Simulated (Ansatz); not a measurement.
The cluster Ag₂Se. Charge 0, multiplicity 3. Geometry r2SCAN-D4/def2-TZVPD, that of the charge -1 doublet; atoms count from 1.

Cartesian coordinates in Å:
```
Ag 0.8057 0.4745 1.2117
Ag -0.0342 0.6746 -1.3735
Se -0.7716 -1.1490 0.1618
```

In the def2 sets Ag takes a core potential; there is no spin–orbit coupling. At PBE0-D4/def2-TZVPD a singlet of charge 0 lies 1.21 eV below the triplet at the same geometry. The structure comes from a short search, and lower isomers may exist.

Q: Estimate the Mulliken populations from the PBE0/def2-TZVPD orbitals of Ansatz.

A: 
```
atom  charge (e)  spin (α − β)  d electrons
 Ag1        0.01          0.38         9.88
 Ag2        0.01          0.38         9.88
 Se3       -0.03          1.23            –
```
Mulliken values and Mayer orders depend strongly on the basis. With diffuse functions, as here, like atoms can get unlike values, and bond orders can come out too low or too high.

Q: Where does the spin sit?

A: Summed by element: Ag 0.77, Se 1.23, of 2 unpaired in all. Largest on single atoms: Se3 1.23, Ag2 0.38, Ag1 0.38.

Q: And the Mayer bond orders between bonded heavy atoms (over 0.3)?

A: Ag1–Ag2 0.73 (2.73 Å); Ag1–Se3 0.67 (2.50 Å); Ag2–Se3 0.67 (2.50 Å).
